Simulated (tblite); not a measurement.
Species: C6H6N2S.
SMILES with atom numbers: `[CH3:1][C:2](=[S:3])[c:4]1[n:5][cH:6][cH:7][cH:8][n:9]1` (hydrogens: H10, H11, H12 on C1; H13 on C6; H14 on C7; H15 on C8)

Computed with GFN2-xTB (tblite), gas phase: Langevin dynamics at 200 K from the optimised GFN2-xTB geometry, time step 0.5 fs, friction 0.01 fs⁻¹, 2000 steps. The instantaneous temperature is 2·E(kin)/(3Nk) with all 3N coordinates.

```tsv
t (fs)	T (K)	E(pot) above start (eV)	C1–C2 (Å)	C2=S3 (Å)	C2–C4 (Å)	C4–N5 (Å)	N5–C6 (Å)	C1–H10 (Å)	C1–C2–C4–N5 (°)
0	160	0.000	1.486	1.628	1.462	1.330	1.317	1.086	180
25	71	0.199	1.476	1.632	1.452	1.325	1.308	1.096	178
50	183	0.113	1.475	1.642	1.472	1.340	1.306	1.088	178
75	126	0.251	1.470	1.655	1.460	1.352	1.315	1.074	-174
100	152	0.189	1.468	1.625	1.477	1.356	1.311	1.096	-178
125	144	0.285	1.469	1.630	1.465	1.344	1.311	1.087	-178
150	155	0.328	1.463	1.642	1.463	1.336	1.324	1.107	179
175	145	0.297	1.507	1.627	1.498	1.338	1.320	1.092	-176
200	168	0.303	1.511	1.608	1.483	1.322	1.299	1.065	178
225	160	0.307	1.544	1.632	1.469	1.336	1.270	1.077	175
250	152	0.316	1.491	1.580	1.433	1.356	1.276	1.113	176
275	160	0.324	1.514	1.623	1.470	1.383	1.321	1.086	-179
300	154	0.336	1.478	1.659	1.433	1.359	1.320	1.073	176
325	245	0.270	1.471	1.645	1.476	1.330	1.328	1.109	170
350	156	0.259	1.487	1.624	1.447	1.312	1.333	1.090	180
375	156	0.275	1.512	1.662	1.435	1.318	1.300	1.078	-169
400	177	0.301	1.524	1.629	1.437	1.357	1.305	1.087	-159
425	223	0.313	1.493	1.614	1.438	1.360	1.344	1.074	-164
450	140	0.532	1.514	1.669	1.438	1.331	1.337	1.104	-171
475	250	0.299	1.497	1.624	1.455	1.334	1.341	1.063	-167
500	214	0.397	1.513	1.596	1.469	1.334	1.340	1.082	-158
525	251	0.448	1.517	1.644	1.450	1.310	1.324	1.134	-167
550	183	0.427	1.521	1.631	1.470	1.323	1.319	1.055	-172
575	184	0.356	1.505	1.589	1.475	1.344	1.324	1.088	-171
600	158	0.406	1.526	1.634	1.482	1.362	1.313	1.142	-170
625	237	0.191	1.492	1.608	1.476	1.343	1.336	1.059	-164
650	153	0.311	1.506	1.616	1.461	1.304	1.311	1.047	-167
675	181	0.293	1.533	1.638	1.460	1.276	1.305	1.106	-168
700	138	0.399	1.511	1.638	1.445	1.274	1.325	1.124	-166
725	247	0.246	1.480	1.618	1.492	1.298	1.354	1.054	-156
750	223	0.322	1.465	1.658	1.467	1.327	1.348	1.084	-151
775	222	0.294	1.464	1.646	1.499	1.343	1.336	1.113	-143
800	206	0.312	1.482	1.634	1.495	1.319	1.300	1.092	-137
825	147	0.440	1.504	1.631	1.503	1.327	1.277	1.096	-141
850	177	0.263	1.464	1.628	1.483	1.327	1.280	1.089	-146
875	214	0.245	1.456	1.630	1.479	1.342	1.310	1.072	-142
900	158	0.331	1.456	1.668	1.496	1.333	1.328	1.083	-149
925	174	0.364	1.438	1.669	1.474	1.322	1.323	1.094	-153
950	220	0.214	1.480	1.647	1.478	1.312	1.328	1.095	-154
975	200	0.233	1.488	1.611	1.451	1.331	1.326	1.085	-158
1000	185	0.351	1.515	1.621	1.443	1.364	1.330	1.092	-152
```

**Question.** From 500 fs on, how do temperature and potential energy compare with equipartition?

**Answer.** The mean temperature of these 21 frames is 194 K against the target 200 K, and the mean potential energy 0.33 eV against 39 × kT/2 = 0.34 eV for 39 classical harmonic modes. For 15 atoms in a canonical ensemble the temperature itself scatters by T·√(2/(3N)) = 42 K; here its standard deviation is 32 K. The whole run lasts only 10 friction times of 100 fs, so these averages carry a wide statistical error.

**Question.** What are the kinetic and total energies of the listed frame with the highest potential energy?

**Answer.** The one at 450 fs, 0.532 eV above the start. Its kinetic energy is 3NkT/2 = 0.270 eV at 140 K, so the sum is 0.80 eV; over the listed frames the sum runs from 0.31 to 0.93 eV, since the thermostat adds and removes energy.

**Question.** How much do the listed bonds fluctuate from 500 fs on?

**Answer.** 
```csv
bond,at the start (Å),mean (Å),standard deviation (Å)
C1–C2,1.486,1.491,0.026
C2=S3,1.628,1.631,0.020
C2–C4,1.462,1.474,0.017
C4–N5,1.330,1.325,0.023
N5–C6,1.317,1.321,0.019
C1–H10,1.086,1.090,0.024
```

The motion is classical and holds no zero-point motion.

The cost below is that of the whole dynamics run. The run took 11 s of wall time on an Arm Neoverse V2 with one thread, shared host.
